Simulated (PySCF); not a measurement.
Br2GaH2N, SMILES [NH2][Ga]([Br])[Br]. Atoms are numbered in the order given.

```xyz
6

Ga     0.0000     0.0000    -0.5661
Br     0.0000     1.9702     0.5697
Br     0.0000    -1.9702     0.5697
N      0.0000     0.0000    -2.3571
H      0.0000    -0.8470    -2.9142
H      0.0000     0.8470    -2.9142
```
Charge 0, spin multiplicity 1.

Geometry: r2SCAN-D4/def2-SVP. The structure was generated by enumeration; whether it is a known compound was not checked. One conformer was computed; it need not be the lowest.

The numbers are results of PySCF with PBE/pcSseg-1, not measurements.

GIAO shieldings, no solvent; atoms alike by connectivity are averaged. δ = σ(ref) − σ: ¹⁵N against NH3 (σ = 267.0 ppm); ¹H against TMS (σ = 31.49 ppm), references at their B3LYP-D3(BJ)/def2-TZVP geometries, non-relativistic (without spin–orbit terms, shifts of atoms bonded to Cl or Br come out too high).

```tsv
nucleus	atoms	count	δ (ppm)
¹⁵N	N4	1	71.1
¹H	H5, H6	2	2.59
```
